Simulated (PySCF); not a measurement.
**Radial density of S²⁺ (sulfur, charge +2)**

UHF, [Ne] 3s1 3p3, high-spin 5S determinant (an excited configuration). Computed with PySCF 2.14 in aug-cc-pVTZ-DK (6s5p3d2f, 50 functions), with the spin-free X2C one-electron Hamiltonian (Gaussian nucleus).

```csv
r (bohr),4πr²ρ (e/bohr),4πr²(ρα − ρβ)
0.00210,0.1632,0.0006
0.00352,0.4222,0.0016
0.00593,1.067,0.0040
0.00997,2.576,0.0097
0.0168,5.731,0.0216
0.0282,11.09,0.0416
0.0474,16.92,0.0650
0.0798,17.76,0.0896
0.134,12.82,0.2036
0.226,14.15,0.5251
0.380,17.31,0.4432
0.639,7.461,0.0364
1.07,2.624,1.9971
1.81,2.321,2.3165
3.04,0.3204,0.3204
5.11,0.002919,0.0029
```

Densities and radii are taken from the X2C orbitals without a picture-change correction, which distorts them close to the nucleus.
